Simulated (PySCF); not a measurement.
A run for PySCF: R-B3LYP/6-31G* on C2H8Si (SMILES CC[SiH3]), a point of a torsion scan.

```python
from pyscf import gto, scf, dft, mp
from pyscf.data.elements import chemcore

mol = gto.M(
    atom='''
    C    -1.28556333    0.57809280   -0.15585286
    C    -0.34590983   -0.61130304    0.02988117
    Si   -1.14010284   -2.27371220   -0.44336945
    H    -1.97840984    0.65169560    0.67972878
    H    -0.72364897    1.51164389   -0.19109782
    H    -1.85578597    0.49441720   -1.07768381
    H     0.53783351   -0.46350256   -0.59572590
    H     0.01236401   -0.63014297    1.05996147
    H    -2.34291462   -2.49947384    0.36130703
    H    -1.50635542   -2.24006690   -1.86156730
    H    -0.17771012   -3.35152205   -0.20620706
    ''',
    basis='6-31g*',
    cart=True,
    charge=0, spin=0, verbose=3, max_memory=1800)
mf = dft.RKS(mol, xc='b3lyp')
mf.conv_tol = 1e-8
mf.max_cycle = 100
mf.kernel()
if not mf.converged:
    mf = mf.newton().run(mf.mo_coeff, mf.mo_occ)
```

It printed:

```
converged SCF energy = -370.518330372265
```

The calculation finished and met its thresholds.

Cost: around 12 core-seconds (rough).
